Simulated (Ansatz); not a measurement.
## Relative stability

The two ends of one reaction step of SiNH₃F₂, singlet (PBE0-D4/def2-TZVP).

A:

```
7
angstrom
Si -0.5717 -1.1491 -0.5653
F 1.0227 -1.4183 -0.8383
F -0.8511 -0.0416 -1.7419
H 0.4767 0.1313 1.4951
N 0.0150 0.4457 0.6479
H -0.7669 1.0402 0.9027
H 0.6754 0.9918 0.0997
```

B:

| atom | x (Å) | y (Å) | z (Å) |
| --- | --- | --- | --- |
| Si1 | -0.1650 | -0.5975 | -0.1451 |
| F2 | 1.1137 | -1.3570 | -0.6966 |
| F3 | -1.1812 | -0.5829 | -1.3687 |
| H4 | -0.8084 | -1.3510 | 0.9407 |
| N5 | 0.3206 | 0.9252 | 0.3851 |
| H6 | -0.2458 | 1.4651 | 1.0172 |
| H7 | 0.9662 | 1.4981 | -0.1327 |

Computed with Ansatz 0.2.0 (basis: def2-TZVPP); correlated methods freeze the cores. B3LYP uses VWN-RPA correlation.

(1) Which structure is lower at CCSD(T), and by how much? (To be estimated.)

T1 diagnostic: at most 0.013.

Answers

(1) Computed: B, by 34.81 kcal/mol (electronic energy, against the other). By their contacts, A is SiNH₃F₂ ([NH3][Si]([F])[F]) and B is SiNH₃F₂ ([NH2][SiH]([F])[F]).

All methods give the same order:

```
      method  E(B) − E(A) (kcal/mol)
       SPW92                  -29.74
      PBE-D4                  -28.79
     BLYP-D4                  -28.87
   r2SCAN-D4                  -35.64
      B97M-V                  -33.73
     PBE0-D4                  -32.96
    B3LYP-D4                  -32.42
  r2SCAN0-D4                  -37.25
    BHLYP-D4                  -36.69
CAM-B3LYP-D4                  -34.39
     wB97X-V                  -34.95
     wB97M-V                  -31.68
      B2PLYP                  -34.63
    PBE-QIDH                  -37.06
  RPA on PBE                  -32.71
          HF                  -41.38
         MP2                  -37.61
        CCSD                  -35.70
     CCSD(T)                  -34.81
```

Labels in which every atom is bracketed show which atoms are joined, not bond orders.

For scale, one of the runs: CCSD(T)/def2-TZVPP, 177 basis functions, launched by `ansatz run in.yaml --threads 2 --pin off --events-out ev --progress --plain --max-ram 4352MiB`. Time: 57 s of wall clock on 2 CPU threads of an Arm Neoverse V1; the host was shared. Peak host memory: 1.7 GiB.
